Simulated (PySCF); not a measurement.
**Simulated absorption spectrum**

C3H6FNSi2.
SMILES: `N#C[SiH2]/C=C(\F)[SiH3]`

Method: TDDFT CAM-B3LYP/def2-SVPD, vertical, gas phase, core orbitals frozen in the response in PySCF. One conformer (not necessarily the lowest) at the GFN2-xTB geometry, without solvent, vibrations or thermal averaging. Torsions of this conformer, `[N:1]#[C:2][SiH2:3]/[CH:4]=[C:5](\[F:6])[SiH3:7]`: C2–Si3–C4–C5 180°.

Computed states:

```json
{"state": "S1", "E (eV)": "6.50", "f": "0.492"}
{"state": "S2", "E (eV)": "6.66", "f": "0.0001"}
{"state": "S3", "E (eV)": "7.17", "f": "0.0024"}
{"state": "S4", "E (eV)": "7.24", "f": "0.0005"}
{"state": "S5", "E (eV)": "7.37", "f": "0.0001"}
{"state": "S6", "E (eV)": "7.51", "f": "0.0054"}
{"state": "S7", "E (eV)": "7.56", "f": "0.0016"}
{"state": "S8", "E (eV)": "7.89", "f": "0.0033"}
```

Each state is given a Gaussian of 0.5 eV full width at half maximum, with ε(max) = 2.175×10⁸ f / Δν̃ (Δν̃ the width in cm⁻¹). The cross-section is σ = 3.8235×10⁻²¹ ε cm², given in Mb (10⁻¹⁸ cm²). The width is an assumption, not a result. The curve ends short of the highest state used, and states not computed would add to its high-energy end.

(1) What does the envelope look like, and where are its maxima?

(2) Does any computed singlet lie in the visible range?

(3) On this curve, what absorbance would a 10⁻⁵ mol/L sample give at 193 nm over a 1 cm path?

Answers

(1) 
```json
{"E (eV)": "5.75", "σ (Mb)": "0.19"}
{"E (eV)": "5.82", "σ (Mb)": "0.58"}
{"E (eV)": "5.89", "σ (Mb)": "1.57"}
{"E (eV)": "5.95", "σ (Mb)": "3.42"}
{"E (eV)": "6.02", "σ (Mb)": "7.64"}
{"E (eV)": "6.09", "σ (Mb)": "15.32"}
{"E (eV)": "6.15", "σ (Mb)": "25.50"}
{"E (eV)": "6.22", "σ (Mb)": "41.77"}
{"E (eV)": "6.29", "σ (Mb)": "61.38"}
{"E (eV)": "6.35", "σ (Mb)": "78.30"}
{"E (eV)": "6.42", "σ (Mb)": "94.04"}
{"E (eV)": "6.49", "σ (Mb)": "101.30"}
{"E (eV)": "6.56", "σ (Mb)": "97.90"}
{"E (eV)": "6.62", "σ (Mb)": "87.20"}
{"E (eV)": "6.69", "σ (Mb)": "68.89"}
{"E (eV)": "6.76", "σ (Mb)": "48.86"}
{"E (eV)": "6.82", "σ (Mb)": "33.44"}
{"E (eV)": "6.89", "σ (Mb)": "19.53"}
{"E (eV)": "6.96", "σ (Mb)": "10.41"}
{"E (eV)": "7.02", "σ (Mb)": "5.79"}
{"E (eV)": "7.09", "σ (Mb)": "2.96"}
{"E (eV)": "7.16", "σ (Mb)": "1.79"}
{"E (eV)": "7.22", "σ (Mb)": "1.46"}
{"E (eV)": "7.29", "σ (Mb)": "1.44"}
```

Maxima: 191 nm (6.50 eV), ε about 27000, made up of S1 (100%) (ε in L mol⁻¹ cm⁻¹; maxima over ε = 5, shares over 10%). At its high-energy end, 7.29 eV, the curve is still rising (ε about 380, from S3, S6 and S7).

(2) No computed singlet lies in the visible range (380 to 750 nm); the lowest, at 191 nm, stands 3.24 eV above its violet end (3.26 eV).

(3) 193 nm is 6.424 eV, where ε is about 25000 L mol⁻¹ cm⁻¹, so A = ε c l ≈ 0.25 (Beer–Lambert, with the gas-phase spectrum and the assumed width).
